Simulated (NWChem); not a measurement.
System: GeClF, singlet; SMILES [F][Ge][Cl]

NWChem input:

```
start job
memory heap 200 mb stack 900 mb global 1100 mb
geometry units angstroms noautoz
  Ge     0.427253     0.501823     0.000000
  F     -1.154266     1.301043     0.000000
  Cl    -0.231698    -1.611332     0.000000
end
basis spherical
  * library 6-31g*
end
dft
  xc b3lyp
  iterations 150
  mulliken
end
task dft energy
```

Parts of the log:

```
             Northwest Computational Chemistry Package (NWChem) 7.3.0
             --------------------------------------------------------

 CS  symmetry detected

                             Geometry "geometry" -> ""
                             -------------------------

 Output coordinates in angstroms (scale by  1.889725989 to convert to a.u.)

  No.       Tag          Charge          X              Y              Z
 ---- ---------------- ---------- -------------- -------------- --------------
    1 Ge                  32.0000     0.43703418     0.49669304     0.00000000
    2 F                    9.0000    -1.14691808     1.29107971     0.00000000
    3 Cl                  17.0000    -0.21546065    -1.61846439     0.00000000

 Effective nuclear repulsion energy (a.u.)     242.5610255625

      Symmetry information
      --------------------

 Group name             Cs
 Group number              2
 Group order               2
 No. of unique centers     3

                                 NWChem DFT Module
                                 -----------------

 Summary of "ao basis" -> "ao basis" (spherical)
 ------------------------------------------------------------------------------
       Tag                 Description            Shells   Functions and Types
 ---------------- ------------------------------  ------  ---------------------
 Ge                          6-31g*                 12       32   5s4p3d
 F                           6-31g*                  6       14   3s2p1d
 Cl                          6-31g*                  8       18   4s3p1d

      Symmetry analysis of basis
      --------------------------

        a'         45
        a"         19

            General Information
            -------------------
          SCF calculation type: DFT
          Wavefunction type:  closed shell.
          No. of atoms     :     3
          No. of electrons :    58
           Alpha electrons :    29
            Beta electrons :    29
          Charge           :     0
          Spin multiplicity:     1
          Use of symmetry is: on ; symmetry adaption is: on
          Maximum number of iterations: 150
          AO basis - number of functions:    64
                     number of shells:    26
          Convergence on energy requested:  1.00D-06
          Convergence on density requested:  1.00D-05
          Convergence on gradient requested:  5.00D-04

              XC Information
              --------------
                         B3LYP Method XC Potential
                     Hartree-Fock (Exact) Exchange  0.200
                        Slater Exchange Functional  0.800 local
                    Becke 1988 Exchange Functional  0.720 non-local
              Lee-Yang-Parr Correlation Functional  0.810
                  VWN I RPA Correlation Functional  0.190 local

             Grid Information
             ----------------
          Grid used for XC integration:  medium
          Radial quadrature: Mura-Knowles
          Angular quadrature: Lebedev.
          Tag              B.-S. Rad. Rad. Pts. Rad. Cut. Ang. Pts.
          ---              ---------- --------- --------- ---------
          Ge                  1.25      112           8.0       590
          F                   0.50       49           8.0       434
          Cl                  1.00       88           9.0       590
          Grid pruning is: on
          Number of quadrature shells:   249
          Spatial weights used:  Erf1

      Superposition of Atomic Density Guess
      -------------------------------------

 Sum of atomic energies:       -2633.84435121

      Non-variational initial energy
      ------------------------------

 Total energy =   -2633.904413
 1-e energy   =   -4152.466489
 2-e energy   =    1276.001050
 HOMO         =      -0.317559
 LUMO         =      -0.043119

      Symmetry analysis of molecular orbitals - initial
      -------------------------------------------------

  Numbering of irreducible representations:

     1 a'          2 a"

  Orbital symmetries:

     1 a'          2 a'          3 a'          4 a'          5 a'
     6 a"          7 a'          8 a'          9 a'         10 a'
    11 a"         12 a'         13 a'         14 a'         15 a"
    16 a'         17 a'         18 a'         19 a"         20 a"
    21 a'         22 a'         23 a'         24 a'         25 a"
    26 a'         27 a"         28 a'         29 a'         30 a"
    31 a'         32 a'         33 a'         34 a"         35 a'
    36 a'         37 a'         38 a"         39 a'

     ---------------------------------------------
      Total Density - Mulliken Population Analysis
     ---------------------------------------------

    Atom       Charge   Shell Charges
 -----------   ------   -------------------------------------------------------
    1 Ge  32    30.78   2.00  2.00  6.00  2.00  5.99  1.50  0.65  0.44  0.11  6.90  2.96  0.23
    2 F    9     9.71   2.00  0.96  3.50  1.01  2.24  0.01
    3 Cl  17    17.51   2.00  2.00  5.98  1.39  3.74  0.56  1.83  0.01

   convergence    iter        energy       DeltaE   RMS-Dens  Diis-err
 ---------------- ----- ----------------- --------- --------- ---------
 d= 0,ls=0.0,diis     1  -2636.7836825142 -2.88D+03  2.91D-02  6.72D-01
 d= 0,ls=0.0,diis     2  -2636.4620146705  3.22D-01  1.68D-02  4.19D+00
 d= 0,ls=0.0,diis     3  -2636.8705573989 -4.09D-01  5.11D-03  5.15D-02
 d= 0,ls=0.0,diis     4  -2636.8745140119 -3.96D-03  2.41D-03  2.05D-02
 d= 0,ls=0.0,diis     5  -2636.8777824814 -3.27D-03  3.30D-04  1.26D-03
  Resetting Diis
 d= 0,ls=0.0,diis     6  -2636.8778802518 -9.78D-05  5.66D-05  1.61D-05
 d= 0,ls=0.0,diis     7  -2636.8778813178 -1.07D-06  2.29D-05  8.64D-07
 d= 0,ls=0.0,diis     8  -2636.8778813258 -8.01D-09  1.10D-05  9.95D-07
 d= 0,ls=0.0,diis     9  -2636.8778814109 -8.51D-08  2.45D-06  6.35D-08

         Total DFT energy =    -2636.877881410942
      One electron energy =    -4152.087521963756
           Coulomb energy =     1390.476280149710
    Exchange-Corr. energy =     -117.827665159347
 Nuclear repulsion energy =      242.561025562451

 Numeric. integr. density =       57.999999525425

                  Occupations of the irreducible representations
                  ----------------------------------------------

                     irrep           alpha         beta
                     --------     --------     --------
                     a'               22.0         22.0
                     a"                7.0          7.0

                       DFT Final Molecular Orbital Analysis
                       ------------------------------------

 Vector   27  Occ=2.000000D+00  E=-3.341283D-01  Symmetry=a"
              MO Center= -2.1D-01, -1.4D+00,  8.6D-15, r^2= 1.6D+00
   Bfn.  Coefficient  Atom+Function         Bfn.  Coefficient  Atom+Function
  ----- ------------  ---------------      ----- ------------  ---------------
    55      0.685980  3 Cl pz                59      0.379817  3 Cl pz
    51     -0.269737  3 Cl pz                13      0.135038  1 Ge pz
    37     -0.132568  2 F  pz                41     -0.101536  2 F  pz
     9     -0.052189  1 Ge pz                29     -0.047453  1 Ge d -1
    17      0.032722  1 Ge pz                19      0.031231  1 Ge d -1

 Vector   28  Occ=2.000000D+00  E=-3.273489D-01  Symmetry=a'
              MO Center= -1.7D-01, -1.3D+00, -1.3D-15, r^2= 2.1D+00
   Bfn.  Coefficient  Atom+Function         Bfn.  Coefficient  Atom+Function
  ----- ------------  ---------------      ----- ------------  ---------------
    53      0.543928  3 Cl px                54     -0.404781  3 Cl py
    57      0.291620  3 Cl px                49     -0.212909  3 Cl px
    58     -0.204481  3 Cl py                36     -0.187052  2 F  py
    50      0.157901  3 Cl py                11      0.142810  1 Ge px
    40     -0.142096  2 F  py                10     -0.122485  1 Ge s

 Vector   29  Occ=2.000000D+00  E=-3.019864D-01  Symmetry=a'
              MO Center=  1.9D-01, -1.5D-01, -2.2D-15, r^2= 3.5D+00
   Bfn.  Coefficient  Atom+Function         Bfn.  Coefficient  Atom+Function
  ----- ------------  ---------------      ----- ------------  ---------------
    10      0.485050  1 Ge s                 53      0.396017  3 Cl px
    54      0.306021  3 Cl py                11     -0.288416  1 Ge px
    35      0.256136  2 F  px                14     -0.244803  1 Ge s
    57      0.229395  3 Cl px                 6     -0.197617  1 Ge s
    39      0.194790  2 F  px                12     -0.189289  1 Ge py

 Vector   30  Occ=0.000000D+00  E=-1.138608D-01  Symmetry=a"
              MO Center=  3.8D-01,  4.1D-01,  1.3D-15, r^2= 2.9D+00
   Bfn.  Coefficient  Atom+Function         Bfn.  Coefficient  Atom+Function
  ----- ------------  ---------------      ----- ------------  ---------------
    13      0.735619  1 Ge pz                17      0.381180  1 Ge pz
     9     -0.257267  1 Ge pz                55     -0.229707  3 Cl pz
    37     -0.199445  2 F  pz                59     -0.194843  3 Cl pz
    41     -0.177094  2 F  pz                51      0.087843  3 Cl pz
     5      0.076726  1 Ge pz                31     -0.030209  1 Ge d  1

 Vector   31  Occ=0.000000D+00  E=-1.776420D-02  Symmetry=a'
              MO Center=  5.3D-01,  5.6D-01,  1.9D-15, r^2= 4.2D+00
   Bfn.  Coefficient  Atom+Function         Bfn.  Coefficient  Atom+Function
  ----- ------------  ---------------      ----- ------------  ---------------
    16      0.775430  1 Ge py                12      0.624406  1 Ge py
    56      0.478280  3 Cl s                 58      0.345241  3 Cl py
    38     -0.211648  2 F  s                  8     -0.207254  1 Ge py
    54      0.207967  3 Cl py                57      0.202645  3 Cl px
    53      0.183453  3 Cl px                10      0.179997  1 Ge s

 Vector   32  Occ=0.000000D+00  E=-7.563942D-04  Symmetry=a'
              MO Center=  3.4D-01,  2.9D-01, -6.2D-15, r^2= 4.2D+00
   Bfn.  Coefficient  Atom+Function         Bfn.  Coefficient  Atom+Function
  ----- ------------  ---------------      ----- ------------  ---------------
    15      0.726630  1 Ge px                10      0.510898  1 Ge s
    11      0.488377  1 Ge px                38      0.359659  2 F  s
    58      0.346959  3 Cl py                56      0.261976  3 Cl s
    54      0.247687  3 Cl py                12      0.192595  1 Ge py
     7     -0.172318  1 Ge px                36     -0.156906  2 F  py

     ---------------------------------------------
      Total Density - Mulliken Population Analysis
     ---------------------------------------------

    Atom       Charge   Shell Charges
 -----------   ------   -------------------------------------------------------
    1 Ge  32    31.40   2.00  2.00  6.00  2.00  5.99  1.66  1.18  0.27  0.14  6.86  2.94  0.36
    2 F    9     9.38   2.00  0.93  3.28  1.03  2.12  0.01
    3 Cl  17    17.22   2.00  2.00  5.97  1.42  3.60  0.53  1.69  0.01

     -------------------------------------------
      Total Density - Lowdin Population Analysis
     -------------------------------------------

    Atom       Charge   Shell Charges
 -----------   ------   -------------------------------------------------------
    1 Ge  32    31.61   2.00  2.00  5.99  1.99  5.87  1.25  1.18  0.55  0.45  6.66  3.08  0.58
    2 F    9     9.25   1.99  0.94  3.16  0.87  2.27  0.02
    3 Cl  17    17.14   2.00  2.00  5.91  1.18  3.34  0.66  2.05  0.01

     Multipole analysis of the density
     ---------------------------------

     L   x y z        total         alpha         beta         nuclear
     -   - - -        -----         -----         ----         -------
     0   0 0 0     -0.000000    -29.000000    -29.000000     58.000000

     1   1 0 0      0.811898      0.405949      0.405949      0.000000
     1   0 1 0      0.473136      0.236568      0.236568      0.000000
     1   0 0 1     -0.000000     -0.000000     -0.000000      0.000000

     2   2 0 0    -26.457614    -46.689590    -46.689590     66.921566
     2   1 1 0      1.235049      1.425306      1.425306     -1.615563
     2   1 0 1      0.000000      0.000000      0.000000      0.000000
     2   0 2 0    -27.663202   -134.224263   -134.224263    240.785323
     2   0 1 1      0.000000      0.000000      0.000000      0.000000
     2   0 0 2    -23.505179    -11.752590    -11.752590      0.000000
```

Level: B3LYP/6-31G* (spherical d). Low-valent species are run as closed-shell singlets; no triplet was tried in these runs. Structure relaxed at the PBE-D3(BJ)/def2-SVP level. B3LYP is NWChem's, with the RPA form of VWN correlation.
